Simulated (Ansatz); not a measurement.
One change: `BS[CH2][GeH3]` becomes `BSC`.

Ansatz, PBE0-D4/def2-TZVP geometries, multiplicity 1. Each molecule was computed in one conformer, which needn't be the lowest.

Scalar relativity is left out up to krypton.

```csv
property,`BS[CH2][GeH3]`
HOMO energy (B3LYP/def2-TZVPP) / eV,-7.33
LUMO energy (ωB97M-V/def2-TZVPP) / eV,0.73
HOMO–LUMO gap (ωB97M-V/def2-TZVPP) / eV,10.40
LUMO energy (PBE/def2-TZVPP) / eV,-2.12
size of the dipole moment (B3LYP/def2-TZVPP) / D,1.56
HOMO energy (PBE0/def2-TZVPP) / eV,-7.55
```

**Question.** Give the same properties after the change, and the shifts. (An estimate is asked.)

**Answer.** The calculation gave: 
```json
{"property": "HOMO energy (B3LYP/def2-TZVPP) / eV", "`BSC`": "-7.61", "shift": "-0.28"}
{"property": "LUMO energy (ωB97M-V/def2-TZVPP) / eV", "`BSC`": "0.88", "shift": "0.15"}
{"property": "HOMO–LUMO gap (ωB97M-V/def2-TZVPP) / eV", "`BSC`": "10.90", "shift": "0.50"}
{"property": "LUMO energy (PBE/def2-TZVPP) / eV", "`BSC`": "-1.99", "shift": "0.13"}
{"property": "size of the dipole moment (B3LYP/def2-TZVPP) / D", "`BSC`": "1.73", "shift": "0.17"}
{"property": "HOMO energy (PBE0/def2-TZVPP) / eV", "`BSC`": "-7.85", "shift": "-0.30"}
```

With PBE0 the HOMO falls by 0.30 eV and the LUMO rises by 0.14 eV, so the gap widens by about 0.44 eV. PBE moves the HOMO by -0.25 eV and ωB97M-V by -0.35 eV. Dipoles are sizes alone; their direction can turn.

B3LYP here is the variant with VWN-RPA as its local correlation; programs differ in this.
